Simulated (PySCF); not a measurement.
Precursor series Zn OH-NH2. All species are isolated molecules in the gas phase. One relaxed conformer stands for each flexible species; it need not be the lowest.

Calculation: PBE-D3(BJ)/def2-TZVP // PBE-D3(BJ)/def2-SVP (PySCF). 

```tsv
species	LUMO (eV)	charge on the central atom (meta-Löwdin) (e)	mean distance from the central atom to its bonded neighbours (Å)	coordination number	HOMO (eV)
0 of 2 OH replaced by NH2 ([Zn(OH)2])	-2.05	…	1.780	2	-6.77
1 of 2 OH replaced by NH2 ([Zn(OH)(NH2)])	-1.65	1.14	1.807	…	-5.89
2 of 2 OH replaced by NH2 ([Zn(NH2)2])	-1.22	1.07	1.830	…	-5.53
```

Question: Some entries are withheld; supply them.

Answer: 
- 0 of 2 OH replaced by NH2 ([Zn(OH)2]), charge on the central atom (meta-Löwdin) (e): 1.23
- 1 of 2 OH replaced by NH2 ([Zn(OH)(NH2)]), coordination number: 2
- 2 of 2 OH replaced by NH2 ([Zn(NH2)2]), coordination number: 2
